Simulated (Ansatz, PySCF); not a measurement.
Species: C$_{2}$H$_{7}$Ge, charge 0, multiplicity 2. SMILES: [CH2][GeH2][CH3]
Coordinates optimised at B3LYP-D3(BJ)/def2-TZVP (Ansatz, a first-principles code):
```
Ge
H 1 1.5429
H 1 1.5435 2 109.09
C 1 1.9313 2 109.16 3 119.30
H 4 1.0833 1 122.24 2 27.99
H 4 1.0834 5 115.60 1 -178.14
C 1 1.9727 2 109.21 3 -119.02
H 7 1.0895 1 110.06 2 -60.31
H 7 1.0895 8 108.81 1 120.64
H 7 1.0900 8 108.95 9 118.64
```
Charge 0, spin multiplicity 2.

Wanted: atomisation energy, in kcal/mol. Conventions: atomisation electronic, to ground-state atoms; dispersion terms only where a functional's name holds one; frozen cores in correlated levels (noble-gas shells and the d and f shells of earlier blocks); LANL2DZ with its own core potentials from Na on; six Cartesian d functions in 6-31G* and its kin unless marked 5d; non-relativistic; spin-orbit terms left out; open shells spin-unrestricted. Ab initio and DFT rows: single points at B3LYP-D3(BJ) geometries (Ansatz).

```csv
level,program,atomisation energy (kcal/mol)
HF/STO-3G,Ansatz,826.0
HF/3-21G,Ansatz,595.0
HF/LANL2DZ,Ansatz,575.7
HF/6-31G*,Ansatz,595.4
HF/6-31G* with LANL2DZ past Ar,Ansatz,586.6
PBE/STO-3G,Ansatz,1053.9
PBE/LANL2DZ,Ansatz,785.0
PBE/6-31G*,Ansatz,787.5
B3LYP/STO-3G,Ansatz,1037.9
B3LYP/3-21G,Ansatz,797.9
B3LYP/6-31G* with LANL2DZ past Ar,Ansatz,778.3
PBE0/6-31G* with LANL2DZ past Ar,Ansatz,778.1
M06-2X/6-31G* with LANL2DZ past Ar (5d),PySCF,780.8
MP2/LANL2DZ,Ansatz,672.1
PBE/def2-TZVPD,Ansatz,790.5
B3LYP-D3(BJ)/def2-TZVPD,Ansatz + dftd3,790.2
B2PLYP-D3(BJ)/def2-TZVPD,Ansatz + dftd3,779.9
```

No value to compare with is used here. The 14 habitual levels span 575.7 (HF/LANL2DZ) to 1053.9 kcal/mol (PBE/STO-3G); PBE/def2-TZVPD gives 790.5.

The levels are drawn from those run, B3LYP/6-31G* more often than the rest, none by its result; left out are runs that failed, that the program found above a lower state of the same kind, or whose <S^2> lies over 0.5 above the pure value.
